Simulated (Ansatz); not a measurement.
C4H4N (SMILES c1cc[n-]c1), charge -1, singlet, geometry from GFN2-xTB (a gas-phase anion, which may not be bound at this level). Base run: CCSD(T)/6-31G in Ansatz (an electronic-structure program).

The Ansatz input:
Ansatz 0.2 input:
```yaml
crystal:
  periodic: [false, false, false]
  atoms:
    - {symbol: N, position_ang: [0.00135108, 0.00173308, 1.21751097]}
    - {symbol: C, position_ang: [-0.01500549, 1.06923896, 0.39319322]}
    - {symbol: C, position_ang: [0.01588149, -1.06811529, 0.39620139]}
    - {symbol: C, position_ang: [-0.01118107, 0.70029452, -0.93977087]}
    - {symbol: C, position_ang: [0.00909751, -0.70296717, -0.93779588]}
    - {symbol: H, position_ang: [-0.02908580, 2.07570398, 0.80242499]}
    - {symbol: H, position_ang: [0.03087320, -2.07341123, 0.80826457]}
    - {symbol: H, position_ang: [-0.02164288, 1.35671867, -1.80402983]}
    - {symbol: H, position_ang: [0.01764323, -1.36184916, -1.80020364]}
basis:
  gaussian:
    orbitals: 6-31G
total_charge: -1
magnetization: {spin_polarized: false}
correlation: {method: ccsd_t}
```

Variants of this job, named by their change:

```json
[
 {"change": "base", "ΔE vs base (mEh)": "0.000", "MP2 correlation (Eh)": "-0.46133", "CC correlation without the perturbative part (Eh)": "-0.48782", "basis functions": "53"},
 {"change": "method = ccsd", "ΔE vs base (mEh)": "17.743", "MP2 correlation (Eh)": "-0.46133", "CC correlation without the perturbative part (Eh)": "-0.48782", "basis functions": "53"},
 {"change": "accuracy = high", "ΔE vs base (mEh)": "-0.029", "MP2 correlation (Eh)": "-0.46134", "CC correlation without the perturbative part (Eh)": "-0.48782", "basis functions": "53"},
 {"change": "method = rpa", "ΔE vs base (mEh)": "18.863", "MP2 correlation (Eh)": "-", "CC correlation without the perturbative part (Eh)": "-", "basis functions": "53"},
 {"change": "method = bccd_t", "ΔE vs base (mEh)": "-0.079", "MP2 correlation (Eh)": "-0.46133", "CC correlation without the perturbative part (Eh)": "-0.48692", "basis functions": "53"},
 {"change": "method = mp2", "ΔE vs base (mEh)": "44.230", "MP2 correlation (Eh)": "-0.46133", "CC correlation without the perturbative part (Eh)": "-", "basis functions": "53"},
 {"change": "reference functional = pbe0", "ΔE vs base (mEh)": "1.807", "MP2 correlation (Eh)": "-", "CC correlation without the perturbative part (Eh)": "-0.49637", "basis functions": "53"},
 {"change": "fitting = cc-pVTZ-JKFIT (mean field), cc-pVTZ-RIFIT (correlation)", "ΔE vs base (mEh)": "0.048", "MP2 correlation (Eh)": "-0.46132", "CC correlation without the perturbative part (Eh)": "-0.48781", "basis functions": "53"},
 {"change": "electrons = outside_noble_gas", "ΔE vs base (mEh)": "0.000", "MP2 correlation (Eh)": "-0.46133", "CC correlation without the perturbative part (Eh)": "-0.48782", "basis functions": "53"},
 {"change": "diis_vectors = 4", "ΔE vs base (mEh)": "0.000", "MP2 correlation (Eh)": "-0.46133", "CC correlation without the perturbative part (Eh)": "-0.48782", "basis functions": "53"}
]
```

A gas-phase anion may not be bound at this level; its values then depend on the basis.
